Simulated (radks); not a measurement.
Species: Dy V. Configuration: [Kr] 4d10 4f8 5s1.5 5p6 6p0.5 (fractional occupations, a model configuration). Calculated with a radial shooting solver on a logarithmic mesh with Libxc functionals: Dirac Kohn-Sham, LDA (Slater exchange, Perdew-Wang correlation), spin-unpolarised, spherical densities, finite nucleus; open shells fill j = l - 1/2 first; Fermi nuclear charge, rms radius 5.2218 fm.

Spin-orbit splittings of the eigenvalues, e(l+1/2) - e(l-1/2), with zeta = 2 splitting/(2l+1) and mean radii in bohr:

| shell | occ. | splitting (eV) | zeta (eV) | <r> j=l-1/2 | <r> j=l+1/2 |
|---|---|---|---|---|---|
| 2p | 6 | 799.2 | 532.8 | 0.07441 | 0.08146 |
| 3p | 6 | 165.9 | 110.6 | 0.2240 | 0.2374 |
| 3d | 10 | 36.24 | 14.50 | 0.2098 | 0.2139 |
| 4p | 6 | 37.55 | 25.03 | 0.5388 | 0.5692 |
| 4d | 10 | 6.857 | 2.743 | 0.5989 | 0.6094 |
| 4f | 8 | 1.023 | 0.2922 | 0.7519 | 0.7605 |
| 5p | 6 | 5.893 | 3.928 | 1.357 | 1.435 |
| 6p | 0.5 | 1.259 | 0.8392 | 3.077 | 3.207 |
